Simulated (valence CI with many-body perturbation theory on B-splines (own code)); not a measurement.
The numbers below are computed, except where a source is named.
**Pb50+: magnetic and hyperfine properties of the levels**

Method: configuration interaction combined with many-body perturbation theory (CI+MBPT): four valence electrons over a frozen Dirac-Fock core [Ar] 3d10, a basis of 11 s, 11 p, 9 d, 7 f, 5 g, 2 h, 1 i functions for each j, with the one-electron correlation potential Σ1, the two-electron term Σ2, the three-electron term Σ3, Breit, model QED; selected CI, second order for the rest (own B-spline code, finite nucleus).

The last digits are not significant, and no measured levels were compared; by estimate large intervals hold to a few tenths of a per cent, small ones and those within an open d or f shell to about a per cent.

A/g_I is the dipole constant over the nuclear g factor μ/I (μ in nuclear magnetons, uniformly magnetised nucleus), B/Q the quadrupole constant per barn. Both hold the static response of the core; the bare values leave it out. Large factors of s and p1/2 electrons are usually good to 5 to 10 %; those of open d and f shells near neutrality can be off by tens of per cent, and small factors of p3/2, d and f electrons come from cancelling terms and can be off by a factor of two or in sign, in half-filled shells by more. B is blank for J = 1/2, where it vanishes, and for nearly pure S terms. Energies count from the lowest level. Levels with J = 0 are left out.

Levels are named by their leading jj configuration (3d3/2^4 stands for four electrons in 3d with j = 3/2), which in mixed levels can hold well under half, so a name can repeat and another be missing. Letters in brackets count levels of one name in rising energy.

| Level | E (eV) | g | A/g_I (MHz) | A/g_I bare | B/Q (MHz/b) | B/Q bare |
| --- | --- | --- | --- | --- | --- | --- |
| (4s^2 4p1/2 4p3/2) J=1 | 161.75 | 1.495 | -118000 | -115000 | 91400 | 88800 |
| (4s^2 4p1/2 4p3/2) J=2 | 166.71 | 1.170 | 294000 | 285000 | 168000 | 163000 |
| (4s 4p1/2^2 4p3/2) J=2 | 279.18 | 1.541 | 736000 | 714000 | 170000 | 165000 |
| (4s 4p1/2^2 4p3/2) J=1 | 296.15 | 1.087 | -548000 | -532000 | 111000 | 107000 |
| (4s^2 4p3/2^2) J=2 | 332.25 | 1.317 | 90000 | 86800 | 15100 | 14600 |
| (4s^2 4p1/2 4d3/2) J=2 | 343.31 | 0.758 | 261000 | 254000 | 36900 | 36500 |
| (4s^2 4p1/2 4d3/2) J=1 | 365.00 | 0.849 | -194000 | -187000 | 16100 | 15900 |
| (4s^2 4p1/2 4d5/2) J=2 | 388.74 | 1.303 | -95200 | -91500 | 18500 | 18400 |
| (4s^2 4p1/2 4d5/2) J=3 | 389.89 | 1.116 | 175000 | 171000 | 20800 | 20800 |
| (4s 4p1/2 4p3/2^2) J=2 [a] | 437.58 | 1.532 | 462000 | 449000 | 52100 | 50600 |
| (4s 4p1/2 4p3/2^2) J=3 | 447.43 | 1.316 | 645000 | 626000 | 10800 | 10600 |
| (4s 4p1/2^2 4d3/2) J=1 | 462.13 | 0.440 | -618000 | -599000 | 15900 | 15800 |
| (4s 4p1/2 4p3/2^2) J=1 [a] | 462.37 | 1.291 | 788000 | 765000 | -134000 | -130000 |
| (4s 4p1/2 4p3/2^2) J=2 [b] | 464.52 | 1.086 | 767 | 638 | -22500 | -22000 |
| (4s 4p1/2 4p3/2^2) J=1 [b] | 466.22 | 1.354 | 221000 | 215000 | 90800 | 88200 |
| (4s 4p1/2^2 4d3/2) J=2 | 466.41 | 1.141 | 681000 | 662000 | 30000 | 29700 |
| (4s 4p1/2^2 4d5/2) J=3 | 505.05 | 1.350 | 458000 | 445000 | 27300 | 27000 |
| (4s 4p1/2^2 4d5/2) J=2 | 514.08 | 1.031 | -396000 | -382000 | 14000 | 14100 |
| (4s^2 4p3/2 4d3/2) J=2 | 523.62 | 1.049 | 49900 | 48700 | -7820 | -7560 |
| (4s^2 4p3/2 4d3/2) J=1 | 525.67 | 1.114 | 74800 | 73000 | -83400 | -81300 |
| (4s^2 4p3/2 4d3/2) J=3 | 525.94 | 1.097 | 72600 | 71000 | 192000 | 187000 |
| (4s^2 4p3/2 4d5/2) J=4 | 547.05 | 1.244 | 44300 | 43300 | 221000 | 215000 |
| (4s^2 4p3/2 4d5/2) J=2 | 552.01 | 1.250 | 52400 | 51600 | -121000 | -118000 |
| (4s^2 4p3/2 4d5/2) J=3 | 567.77 | 1.195 | 48300 | 47300 | 4030 | 4380 |
| (4s^2 4p3/2 4d5/2) J=1 | 571.10 | 1.074 | -27800 | -24900 | 27300 | 26700 |
| (4p1/2^2 4p3/2^2) J=2 | 581.71 | 1.295 | 90900 | 88500 | 24200 | 23500 |
| (4s^2 4p1/2 4f5/2) J=3 | 585.75 | 0.821 | 143000 | 140000 | 18100 | 16800 |
| (4s^2 4p1/2 4f5/2) J=2 | 592.74 | 0.873 | -156000 | -151000 | 5190 | 4440 |
| (4s^2 4p1/2 4f7/2) J=3 | 600.39 | 1.197 | -86000 | -82600 | 8410 | 7080 |
| (4s^2 4p1/2 4f7/2) J=4 | 600.55 | 1.084 | 134000 | 131000 | 10100 | 8590 |
| (4s 4p1/2 4p3/2 4d3/2) J=1 [a] | 613.99 | 1.149 | 292000 | 284000 | -86400 | -84100 |
| (4s 4p1/2 4p3/2 4d3/2) J=2 [a] | 614.67 | 1.097 | 244000 | 237000 | -42400 | -41200 |
| (4s 4p1/2 4p3/2 4d3/2) J=3 [a] | 618.17 | 1.146 | 415000 | 403000 | 34900 | 34200 |
| (4s 4p3/2^3) J=2 | 622.73 | 1.433 | 728000 | 707000 | -183000 | -178000 |

Q: Take the isotope of mass number 207, with I = 1/2, μ = 0.5906 μN. What is the hyperfine structure of (4s^2 4p1/2 4d3/2) J=2?

A: From the table A = 308000 MHz. Shifts from the centre of gravity in MHz: F = 3/2: -462000, F = 5/2: 308000.
